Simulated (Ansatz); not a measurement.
Basis sets compared for the cluster Cu₅H₄. Total charge 0; doublet. Geometry B3LYP-D4/def2-SVP. Ansatz on 4 threads of Arm Neoverse V2 on a shared host; times are rough, and most runs start from earlier orbitals.

Cartesian coordinates in Å:
```
Cu -0.584 0.671 -2.141
Cu 1.302 0.776 -0.681
Cu -1.235 -1.379 1.970
Cu 0.821 -0.300 1.496
Cu -1.417 -0.422 -0.196
H -1.993 0.055 -1.714
H 0.941 1.191 -2.240
H 0.198 -1.145 2.754
H 1.966 0.552 0.752
```

No other spin state of charge 0 was run. Another isomer (doublet) lies 0.42 eV lower at PBE0-D4/def2-TZVP; other spin states weren't run for this one.

Binding counts from free atoms (Cu doublet, H doublet) in the same basis, without a counterpoise term.

```tsv
level	functions	energy (Eh)	HOMO (eV)	LUMO (eV)	binding per atom (eV)	wall time
PBE-D4/def2-SVP	175	-8202.6772	-4.16	-3.63	2.44	7 s
PBE0-D4/def2-SVP	175	-8202.6804	-4.98	-2.71	2.22	12 s
```

Task: Estimate the rows for PBE-D4/def2-TZVP (with forces), PBE0-D4/def2-TZVP.

Result: 
```tsv
level	functions	energy (Eh)	HOMO (eV)	LUMO (eV)	binding per atom (eV)	wall time
PBE-D4/def2-TZVP (with forces)	249	-8203.9369	-4.55	-4.00	2.16	12 s
PBE0-D4/def2-TZVP	249	-8203.8929	-5.32	-3.03	2.02	22 s
```
